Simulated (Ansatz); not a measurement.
A nudged elastic band was laid between two geometries of C2H7BOSi (12 atoms, charge 0, multiplicity 1).

Level of theory: RKS B3LYP-D4/STO-3G (Ansatz 0.2.0).

```yaml
movable_images: 5
climbing_image: yes
spring: 5.0 eV/Å²
optimiser: quadratic models (default)
start_path: IDPP
force_threshold: 0.05 eV/Å
iteration_limit: 49
end_points: relaxed
```

Initial state:

```xyz
12
Properties=species:S:1:pos:R:3
C -1.256 0.965 -0.036
C -0.602 -0.319 -0.598
B 0.257 -1.424 0.098
Si 1.557 -0.242 0.823
O 0.903 -0.288 -0.898
H -0.874 1.238 0.957
H -2.338 0.781 0.053
H -1.113 1.820 -0.718
H -1.094 -0.621 -1.542
H 0.295 -2.563 -0.141
H 1.368 1.083 1.375
H 2.973 -0.485 0.660
```

Final state:

```xyz
12
Properties=species:S:1:pos:R:3
C -1.077 1.140 -0.225
C -0.399 -0.124 -0.804
B 0.078 -1.443 -0.114
Si 1.174 -0.601 1.190
O 1.117 -0.274 -0.621
H -0.643 2.060 -0.650
H -1.010 1.192 0.871
H -2.143 1.108 -0.501
H -0.583 -0.195 -1.893
H 0.086 -2.522 -0.552
H 0.939 0.632 1.912
H 2.537 -1.028 1.422
```

Question: What changes between the two ends?

Answer: No bond is made or broken. The dihedral H6–C1–C2–O5 goes from -65 to 58°. The two ends are copies of one structure, up to a mirror image or an exchange of like atoms.

Question: Give the energies along the band, and the barrier.

Answer: It converged. The highest image is number 3 of 0 to 6, 0.066 eV above the ends, which have the same energy within 2 meV. A vibrational analysis at the climbing image gives one clearly imaginary mode, 170i cm⁻¹: a first-order saddle point. Limits of this set-up: minimal basis.

```json
{"image": "0", "path coordinate (Å)": "0.00", "energy (eV)": "0.000", "dihedral H6–C1–C2–O5 (°)": "-65"}
{"image": "1", "path coordinate (Å)": "0.57", "energy (eV)": "0.016", "dihedral H6–C1–C2–O5 (°)": "-45"}
{"image": "2", "path coordinate (Å)": "1.13", "energy (eV)": "0.049", "dihedral H6–C1–C2–O5 (°)": "-25"}
{"image": "3", "path coordinate (Å)": "1.70", "energy (eV)": "0.066", "dihedral H6–C1–C2–O5 (°)": "-5"}
{"image": "4", "path coordinate (Å)": "2.30", "energy (eV)": "0.047", "dihedral H6–C1–C2–O5 (°)": "17"}
{"image": "5", "path coordinate (Å)": "2.91", "energy (eV)": "0.014", "dihedral H6–C1–C2–O5 (°)": "38"}
{"image": "6", "path coordinate (Å)": "3.51", "energy (eV)": "0.000", "dihedral H6–C1–C2–O5 (°)": "58"}
```

Question: What is the geometry of the highest image?

Answer: 
```xyz
12
Properties=species:S:1:pos:R:3
C -1.124 1.101 -0.173
C -0.454 -0.164 -0.783
B 0.116 -1.447 -0.095
Si 1.261 -0.534 1.114
O 1.076 -0.264 -0.701
H -0.387 1.746 0.329
H -1.887 0.818 0.569
H -1.609 1.696 -0.960
H -0.710 -0.279 -1.852
H 0.127 -2.538 -0.503
H 1.016 0.705 1.820
H 2.653 -0.896 1.268
```

Question: What are the harmonic wavenumbers there?

Answer: 170i, 264, 332, 469, 510, 619, 654, 748, 795, 854, 913, 934, 990, 1052, 1125, 1141, 1190, 1241, 1326, 1510, 1570, 1677, 1686, 2634, 2687, 3076, 3313, 3379, 3472, 3483 cm⁻¹.

Run time: 2.2 min on 1 thread of Intel(R) Xeon(R) Processor @ 2.50GHz (Skylake/Cascade Lake), on a shared host, peak memory 0.12 GiB.
